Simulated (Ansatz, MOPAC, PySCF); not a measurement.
Complex: HF (SMILES F) (first 2 atoms) with CH2O2 (SMILES O=CO); geometry from B3LYP-D3(BJ)/def2-TZVP, rigid monomers moved along the line of their centres of mass till H2···O3 is 2.93 Å.
(charge 0, multiplicity 1):
```xyz
7

F      0.3902     0.0014     0.4621
H     -0.1553    -0.4725     1.0950
O     -0.8684    -0.7522     3.9190
C     -0.2871    -0.0026     4.6765
O      0.6134     0.8986     4.3284
H     -0.4579    -0.0003     5.7572
H      0.7411     0.8689     3.3537
```

Counterpoise-corrected where a basis set is named; no monomer relaxation. Rows marked so take none.

Cores are frozen in the correlated methods. CBS: X⁻³ extrapolation of the correlation energy, Hartree–Fock from the larger set. Rows in 6-31G* carry no dispersion term and start afresh at each structure (6-31G* with six Cartesian d functions). MP2/6-31G* freezes PySCF's default core. The state reached by PM3 isn't checked.

The values were computed with Ansatz (Gaussian basis) for Hartree–Fock, density functionals and correlated methods; MOPAC for PM3 (differences of heats of formation); PySCF for 6-31G* rows, the dispersion terms. 

```csv
level,interaction energy (kcal/mol)
PM3,-1.45
BP86/6-31G* (no counterpoise),-4.15
r2SCAN/def2-TZVPPD,-3.55
r2SCAN-D4/def2-TZVPPD,-3.67
PBE0-D3(BJ)/def2-TZVPPD,-3.67
wB97X-V/def2-TZVPPD,-3.60
MP2/6-31G* (no counterpoise),-4.43
SCS-MP2/aug-cc-pVDZ,?
"MP2/CBS(aug-cc-pVDZ, aug-cc-pVTZ) + ΔCCSD(T)/aug-cc-pVDZ",?
```

### Question
What belongs in the gaps?

### Answer

- SCS-MP2/aug-cc-pVDZ, interaction energy (kcal/mol): -3.17
- MP2/CBS(aug-cc-pVDZ, aug-cc-pVTZ) + ΔCCSD(T)/aug-cc-pVDZ, interaction energy (kcal/mol): -3.45

Ansatz is a program for electronic structure.
